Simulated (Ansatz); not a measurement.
Consider the redistribution: `F[SiH2]S[SiH2]Cl` + `[ZnH][O][GeH3]` → `F[SiH2][O][ZnH]` + `Cl[SiH2][S][GeH3]`.

Gas-phase electronic energies from Ansatz, PBE0-D4/def2-TZVP geometries. CCSD(T)/CBS adds triple-zeta CCSD(T) − MP2 to the extrapolated MP2 energy (def2 sets, frozen cores). Functionals use def2-TZVPP. For Ge, Zn outer-core shells are correlated without core-valence functions, which leaves a few kJ/mol of doubt a bond. Scalar relativity is left out up to krypton. One conformer a species, not always the lowest.

**Question.** Is it downhill or uphill in electronic energy at CCSD(T)/CBS, and by how much? (Best estimate.)

**Answer.** Computed: Downhill: ΔE = -21.9 kcal/mol.

**Question.** What do these levels give: PBE-D4, r2SCAN-D4, PBE0-D4, B2PLYP, r2SCAN, PBE0, HF/def2-TZVPP, MP2/def2-TZVPP, CCSD/def2-TZVPP, CCSD(T)/def2-TZVPP, HF/CBS(def2), MP2/CBS(def2)? (Best estimate.)

**Answer.** Computed: PBE-D4 -19.0, r2SCAN-D4 -20.6, PBE0-D4 -20.8, B2PLYP -21.3, r2SCAN -20.7, PBE0 -21.0, HF/def2-TZVPP -24.4, MP2/def2-TZVPP -21.4, CCSD/def2-TZVPP -22.4, CCSD(T)/def2-TZVPP -21.7, HF/CBS(def2) -24.5, MP2/CBS(def2) -21.5 kcal/mol.

Largest T1 diagnostic among the species: 0.016.

From PBE to PBE0 (25 % exact exchange), in def2-TZVPP and without D4, ΔE moves by −1.8 kcal/mol. In def2-TZVPP, CCSD(T) changes the Hartree–Fock value by +2.7 kcal/mol (the triples alone add +0.7 kcal/mol) and MP2 by +3.1 kcal/mol.
